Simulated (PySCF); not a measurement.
F2, charge +1, doublet, at a GFN2-xTB geometry (a state made from the parent by changing its charge; the spin is typed, not shown lowest), atoms displaced at random by about 0.08 Å a coordinate. Base run: PBE/6-31G, gradient (PySCF).

PySCF was given this input:
```python
from pyscf import gto, scf, dft

mol = gto.Mole()
mol.atom = '''
    F    -0.05162274    0.02123014   -0.82485360
    F     0.07513872    0.08229899    0.64609073
'''
mol.basis = '6-31g'
mol.charge = 1
mol.spin = 1
mol.verbose = 4
mol.build()

mf = dft.UKS(mol)
mf.xc = 'pbe'
mf.kernel()
g = mf.nuc_grad_method()
grad = g.kernel()
```

The coordinate followed is z of atom 2.

Each row names what was changed in the base input (with any setting that the change needs).

```tsv
change	dE/dx (Eh/bohr)	net force (Eh/bohr)	outcome
base	0.031460	0.000000	converged
conv_tol = 1e-6	0.031462	0.000000	converged
conv_tol = 1e-4	0.031058	0.000000	converged
grids.level = 5; grid_response = off	0.031455	0.000000	converged
grids.level = 0; grid_response = off	0.039278	0.000000	converged
grids.level = 5; grid_response = on	0.031455	0.000000	converged
finite difference step (bohr) = 1e-3; conv_tol = 1e-11	0.031450	-	converged
conv_tol = 1e-11	0.031460	0.000000	converged
grids.level = 1; grid_response = on	0.031480	0.000000	converged
density fitting = on	0.031473	0.000000	converged
finite difference step (bohr) = 1e-5; conv_tol = 1e-11	0.031451	-	converged
finite difference step (bohr) = 1e-4; conv_tol = 1e-11	-	-	not converged
```

The net force is zero for an exact gradient.

Open shells are given as the SCF converged; they aren't shown to be the lowest states, and a large step between rows can be another state.
